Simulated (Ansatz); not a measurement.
Reaction (redistribution): `S[SiH](S)Cl` + `N[SiH2]O[Si](N)(O)O` → `O[Si](S)(S)Cl` + `N[SiH2]O[SiH](N)O`

Computed with Ansatz on PBE0-D4/def2-TZVP structures; ΔE is electronic, products minus reactants. CCSD(T)/CBS is the MP2 limit (def2-TZVPP, def2-QZVPP) plus CCSD(T) − MP2 in def2-TZVPP, frozen cores. Functionals use def2-TZVPP. B3LYP here is the variant with VWN-RPA as its local correlation; programs differ in this. Each species was taken in one conformer, which may not be the lowest.

(1) Is it downhill or uphill in electronic energy at CCSD(T)/CBS, and by how much? (Best estimate.)

(2) What do these levels give: r2SCAN-D4, PBE0-D4, B3LYP-D4, r2SCAN, B3LYP, SCS-MP2/def2-QZVPP? (An estimate is asked.)

Largest T1 diagnostic among the species: 0.011.

Answers

(1) The calculation gave: Uphill: ΔE = +0.10 eV.

(2) Ansatz gave: r2SCAN-D4 0.09, PBE0-D4 0.10, B3LYP-D4 0.09, r2SCAN 0.09, B3LYP 0.12, SCS-MP2/def2-QZVPP 0.08 eV.

In def2-TZVPP, CCSD(T) changes the Hartree–Fock value by −0.03 eV (the triples alone add −0.01 eV) and MP2 by −0.06 eV.
